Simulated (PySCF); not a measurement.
The dipole of `[SiH3][SiH2]C1CCC1` from its density and from atomic charges.

Coordinates (GFN2-xTB, Å) and charges (e) from the PBE0/pcSseg-1 density (PySCF):

| atom | x | y | z | Mulliken | IAO | Hirshfeld | ESP-fitted |
| --- | --- | --- | --- | --- | --- | --- | --- |
| Si1 | 2.935 | 0.144 | 0.167 | +0.1672 | +0.2693 | +0.2103 | +0.2358 |
| Si2 | 0.947 | -0.928 | 0.651 | +0.3247 | +0.4404 | +0.2437 | +0.1424 |
| C3 | -0.399 | -0.420 | -0.594 | -0.5415 | -0.3684 | -0.1114 | +0.1165 |
| C4 | -1.841 | -0.759 | -0.171 | -0.1656 | -0.2565 | -0.0695 | -0.3094 |
| C5 | -2.064 | 0.717 | 0.179 | -0.2247 | -0.2623 | -0.0706 | +0.0994 |
| C6 | -0.765 | 1.075 | -0.553 | -0.1813 | -0.2588 | -0.0719 | -0.2765 |
| H7 | 4.049 | -0.797 | 0.023 | -0.0560 | -0.0947 | -0.0760 | -0.0801 |
| H8 | 3.328 | 1.086 | 1.219 | -0.0562 | -0.0963 | -0.0765 | -0.0818 |
| H9 | 2.887 | 0.922 | -1.076 | -0.0544 | -0.0953 | -0.0729 | -0.0887 |
| H10 | 0.449 | -0.603 | 1.998 | -0.0462 | -0.1079 | -0.0779 | -0.0474 |
| H11 | 1.018 | -2.398 | 0.609 | -0.0436 | -0.1032 | -0.0799 | -0.0878 |
| H12 | -0.142 | -0.778 | -1.594 | +0.1433 | +0.1378 | +0.0333 | +0.0140 |
| H13 | -2.461 | -1.094 | -1.002 | +0.1184 | +0.1371 | +0.0397 | +0.1049 |
| H14 | -1.950 | -1.464 | 0.651 | +0.1247 | +0.1276 | +0.0342 | +0.0791 |
| H15 | -2.008 | 0.906 | 1.249 | +0.1217 | +0.1374 | +0.0381 | +0.0093 |
| H16 | -2.975 | 1.170 | -0.211 | +0.1221 | +0.1346 | +0.0372 | +0.0095 |
| H17 | -0.940 | 1.498 | -1.542 | +0.1194 | +0.1376 | +0.0393 | +0.0956 |
| H18 | -0.080 | 1.731 | -0.014 | +0.1280 | +0.1217 | +0.0315 | +0.0651 |

Problem. Compute μ = Σ q r for each scheme (1 e·Å = 4.803 D) and compare with the dipole of the full density.

Solution. The full density gives (-0.77, 0.13, -0.43) D, 0.89 D in size; dipole vectors point from the negative to the positive end.

```
    scheme     μx     μy     μz  size (D)  share of the full size (%)  angle to the full dipole (°)
  Mulliken   0.00   0.07   0.93      0.93                         105                           118
       IAO   0.06  -0.18   0.24      0.31                          35                           129
 Hirshfeld  -0.31  -0.02  -0.07      0.31                          35                            20
ESP-fitted  -0.78   0.13  -0.40      0.89                         100                             3
```

Problem. Which set comes closest?

Solution. Length of the difference vector: ESP-fitted 0.04 D, Hirshfeld 0.61 D, IAO 1.11 D, Mulliken 1.57 D. Closest: ESP-fitted. 

Problem. What is left for the Hirshfeld atoms' own dipoles?

Solution. The shares of the density sum to the whole, so what Σ q r misses lies in dipoles about the nuclei. The atomic dipoles sum to (-0.77, 0.13, -0.43) − (-0.31, -0.02, -0.07) = (-0.46, 0.15, -0.36) D, 0.61 D in size.

Problem. With the origin at the mean of the coordinates, (0.000, 0.000, -0.001) Å, which are the largest single terms, by size, of the Hirshfeld dipole along the direction of the full one?

Solution. Si1 -2.62, Si2 -1.48, H7 +1.32, H8 +1.22, H9 +0.64 D; all 18 atoms together +0.29 D. The single terms depend on the origin, their sum doesn't.

Problem. Give the size of the full dipole in other units.

Solution. 0.89 D = 0.350 au = 0.185 e·Å = 2.97 × 10⁻³⁰ C·m.

The structure is a single GFN2-xTB conformer in the gas phase; no vibrational or solvent corrections.

Conformer computed: `[SiH3:1][SiH2:2][CH:3]1[CH2:4][CH2:5][CH2:6]1`: Si1–Si2–C3–C4 -164°.
